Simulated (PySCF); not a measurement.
# Cost of excited-state runs on `C#CCP/C=C/[P@@](C)(=[Se])CC`, C₈H₁₄P₂Se

Geometry (Å), atoms numbered from 1 in this order:
```xyz
25

C     3.2038    2.0959   -0.0255
C     3.6400    0.9851   -0.1216
C     4.1048   -0.3723   -0.2615
P     2.8399   -1.4619   -1.1046
C     1.4111   -0.9673   -0.1095
C     0.1883   -0.7432   -0.5785
P    -1.1730   -0.3540    0.5524
C    -2.2862   -1.8099    0.4438
Se   -0.5940    0.0900    2.5134
C    -2.0702    1.0139   -0.3061
C    -3.3663    1.3554    0.4123
H     2.8541    3.0780    0.0883
H     4.3092   -0.8071    0.7235
H     5.0247   -0.4099   -0.8534
H     2.5665   -0.5942   -2.1710
H     1.5761   -0.9248    0.9644
H    -0.0451   -0.7830   -1.6353
H    -1.7276   -2.6797    0.7878
H    -2.6363   -1.9702   -0.5738
H    -3.1282   -1.6488    1.1153
H    -2.2488    0.7301   -1.3464
H    -1.3908    1.8715   -0.2904
H    -3.8013    2.2639    0.0013
H    -4.0918    0.5505    0.3123
H    -3.1698    1.5162    1.4717
```

PySCF with density fitting, on 1 thread of an Arm Neoverse V2, shared host. Command: `OMP_NUM_THREADS=1 python excited_run.py task.json out`

(1) How long does this run take, and how much memory?
- vibronic structure, PBE0/cc-pVDZ; full response

Answers

(1) 
| run | level | basis functions | wall time | peak memory (GiB) |
| --- | --- | --- | --- | --- |
| vibronic structure | PBE0/cc-pVDZ | 245 | 3 min | 2 |

Times from a shared host are rough.
